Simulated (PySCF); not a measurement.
PySCF 2.14 output of an unrestricted r2SCAN calculation on a single atom or ion in aug-cc-pVQZ-DK (9s8p6d4f3g2h, 140 functions), with the spin-free X2C one-electron Hamiltonian (Gaussian nucleus):

```
SCF conv_tol = 1e-09
number electrons alpha = 16  beta = 14
    J. W. Furness, A. D. Kaplan, J. Ning, J. P. Perdew, and J. Sun.,  J. Phys. Chem. Lett. 11, 8208-8215 (2020)
    J. W. Furness, A. D. Kaplan, J. Ning, J. P. Perdew, and J. Sun.,  J. Phys. Chem. Lett. 11, 9248-9248 (2020)
    J. W. Furness, A. D. Kaplan, J. Ning, J. P. Perdew, and J. Sun.,  J. Phys. Chem. Lett. 11, 8208-8215 (2020)
    J. W. Furness, A. D. Kaplan, J. Ning, J. P. Perdew, and J. Sun.,  J. Phys. Chem. Lett. 11, 9248-9248 (2020)
cycle= 1 E= -1795.36627118807  delta_E= -0.0177  |g|= 0.15  |ddm|= 0.727
cycle= 2 E= -1795.36201241062  delta_E= 0.00426  |g|= 0.258  |ddm|= 0.271
cycle= 3 E= -1795.3692664142  delta_E= -0.00725  |g|= 0.0095  |ddm|= 0.0753
cycle= 4 E= -1795.36928907276  delta_E= -2.27e-05  |g|= 0.00156  |ddm|= 0.087
cycle= 5 E= -1795.36929165263  delta_E= -2.58e-06  |g|= 0.000319  |ddm|= 0.0549
cycle= 6 E= -1795.36929186778  delta_E= -2.15e-07  |g|= 5.86e-05  |ddm|= 0.016
cycle= 7 E= -1795.36929187919  delta_E= -1.14e-08  |g|= 1.57e-05  |ddm|= 0.00189
cycle= 8 E= -1795.36929188096  delta_E= -1.77e-09  |g|= 6.05e-06  |ddm|= 0.00036
cycle= 9 E= -1795.36929188144  delta_E= -4.77e-10  |g|= 1.97e-06  |ddm|= 0.000241
converged SCF energy = -1795.36929188144  <S^2> = 2.0017817  2S+1 = 3.0011876
```

The run itself started from symmetry-adapted Hartree-Fock orbitals and held the occupation by maximum overlap, on a logarithmic radial grid, so the iterations belong to that start.

Q: Which element, charge and spin multiplicity is this?

A: Zn (zinc, neutral), multiplicity 3; the state was [Ar] 3d9 4s2 5s1, high-spin 3D determinant (an excited configuration).

The outer electron is Rydberg-like, and this basis confines it to a smaller radius and binds it less than a complete one would.
